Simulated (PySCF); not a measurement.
EPR parameters of C5H8NO2

Species: C₅H₈NO₂ (doublet state).
Z-matrix (Å and degrees, GFN2-xTB geometry), rows numbered from 1:
```
C 
N   1  1.3497
C   2  1.3739  1  124.50
O   3  1.2197  2  122.88  1     0.28
C   3  1.5143  2  113.42  1  -179.82
C   5  1.5391  3  114.72  2    47.09
O   6  1.4317  5   91.15  3  -102.21
C   7  1.4317  6   91.45  5   -12.86
H   1  1.0695  2  119.37  3  -179.76
H   1  1.0707  2  117.83  3    -0.04
H   2  1.0138  1  118.02  3  -179.93
H   5  1.0884  3  108.90  2   179.97
H   6  1.0925  5  117.50  3    14.16
H   6  1.0939  5  113.73  3   143.94
H   8  1.0926  5  117.49  3   -14.15
H   8  1.0940  5  113.64  3  -143.88
```

The hyperfine couplings belong to this conformer and change with its torsions.

As a line formula: `[CH2]NC(=O)C1COC1` [radical].

Computed with UKS B3LYP, pcH-1 on C H N O, non-relativistic, mean-field spin-orbit, GIAO (PySCF). Isolated species at its GFN2-xTB geometry (one conformer only). A GFN2-xTB geometry isn't a minimum of the functional, and hyperfine couplings can be far from their values at a DFT geometry. Stability of the SCF solution: not tested.

```json
{"g1, g2, g3": "2.00213, 2.00309, 2.00361", "g_iso": "2.00295", "Form of g": "rhombic: the two nearest values differ by 35 % of g3 − g1", "⟨S²⟩": "0.7554 (exact 0.7500)", "α and β electrons": "31, 30"}
```

Hyperfine couplings atom by atom, in MHz; T1 to T3 are the principal values of the dipolar part:

```
atom  isotope  a_iso     T1     T2     T3  Mulliken spin population
  C1      13C   70.0  -69.9  -68.2  138.0                      0.89
  N2      14N   -3.6   -4.9   -3.9    8.8                      0.02
  C3      13C    2.6   -7.7   -5.9   13.6                      0.07
  O4      17O   -7.9  -35.0   17.1   18.0                      0.11
  C5      13C   -5.1   -0.5   -0.2    0.7                     -0.01
  C6      13C   11.9   -0.9   -0.7    1.6                      0.01
  O7      17O    0.1   -0.3    0.1    0.1                      0.00
  C8      13C   11.9   -0.9   -0.7    1.6                      0.01
  H9       1H  -57.3  -34.2    0.9   33.3                     -0.04
 H10       1H  -57.5  -32.1    0.1   32.0                     -0.04
 H11       1H   -6.6   -5.5   -4.8   10.3                      0.00
 H12       1H   -0.3   -1.4   -1.2    2.6                      0.00
 H13       1H   -0.1   -2.1   -0.8    3.0                      0.00
 H14       1H    3.0   -0.9   -0.7    1.6                      0.00
 H15       1H   -0.1   -2.1   -0.8    3.0                      0.00
 H16       1H    3.0   -0.9   -0.7    1.6                      0.00
```

The Mulliken spin populations are largest on C1 (+0.89), O4 (+0.11) and C3 (+0.07). C1 is the only atom above +0.15. The angles at C1 add up to 360.0°, so it is planar; its axial dipolar tensor and the negative couplings of its protons fit spin in a p orbital normal to that plane.

Axes: g3 points within 4° of the C1–H9 bond.

Under fast tumbling the dipolar parts average out, and these isotropic splittings remain: 1 × 1H (H10, I = 1/2, 2 lines) with 2.05 mT, 1 × 1H (H9, I = 1/2, 2 lines) with 2.04 mT, 1 × 1H (H11, I = 1/2, 2 lines) with 0.24 mT, 1 × 14N (N2, I = 1, 3 lines) with 0.13 mT and 2 × 1H (H14/H16, I = 1/2, 3 lines) with 0.11 mT.

H9 and H10 aren't averaged: C1 is flat or nearly so (angle sum 360°), and its turn about the short C1–N2 bond (1.35 Å) is taken as slow.

The 13C coupling of C1 (70.0 MHz) shows only in satellite lines or after enrichment, since that isotope makes up about 1.07 % of natural carbon.

The 17O coupling of O4 (-7.9 MHz) shows only in satellite lines or after enrichment, since that isotope makes up about 0.038 % of natural oxygen.

The spin density at the nucleus, in bohr⁻³, is negative for H10 (-0.0129), H9 (-0.0128) and N2 (-0.0112), for instance. A restricted open-shell determinant has no negative spin density anywhere; here it arises because α and β orbitals differ (spin polarisation).
